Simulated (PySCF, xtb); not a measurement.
C4F6, SMILES C1(F)(F)C(C(=C1F)F)(F)F.

xtb with GFN2-xTB at its own geometry gives an orbital gap of 4.78 eV and a dipole moment of 1.32 D.

The structure is a stationary point at B3LYP-D3(BJ)/def2-SVP.

### Question
What does r2SCAN/def2-SVP (PySCF) give? (Estimate from the structure and the level; the computed values follow.)

### Answer
gap 6.08 eV (levels -7.82 and -1.74 eV), dipole 1.33 D.
